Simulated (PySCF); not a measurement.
Species: the iodine molecule, I2.
SMILES: `II`

Level of theory: PBE0-D3(BJ)/def2-SVP geometry optimisation, gas phase, def2 core potentials past Kr (PySCF).

Masses are those of the commonest isotopes; rigid-rotor values at the optimised geometry. 

Task: What are the moment of inertia and the rotational constant?

Result: I = 456.638 u·Å², B = 505379 MHz·u·Å²/I = 1107 MHz (0.0369 cm⁻¹, or 0.053 K as hB/k). For two atoms I = μr² with μ = 63.4522 u and r = 2.6826 Å.

Task: List the first levels of a rigid rotor in a Σ state.

Result: E(J) = BJ(J+1): J = 1: 0.074, J = 2: 0.222, J = 3: 0.443, J = 4: 0.738, J = 5: 1.108, J = 6: 1.551 cm⁻¹.

Task: Has it a pure rotational spectrum?

Result: Not by electric dipole: D∞h allows no dipole (computed 0.00 D). Rotational Raman lines (ΔJ = 2) lie at B(4J + 6), spaced by 4B = 0.148 cm⁻¹, with nuclear-spin weights that differ between even and odd J.

Task: Estimate the classical rotational partition function at 25 K, 50 K and 200 K.

Result: Point group D∞h, symmetry number σ = 2; q = kT/(σhB), k/h = 20836.6 MHz/K: 235 at 25 K, 471 at 50 K, 1880 at 200 K.

No frequency check. Zero-point vibration and centrifugal distortion are left out.

The run took 7.2 s wall on one thread, Intel Xeon Gold 6455B (x86_64), shared host with 64 logical CPUs at a one-minute load of 17, and the process peaked at 0.27 GiB of memory. These figures are those of the optimisation.
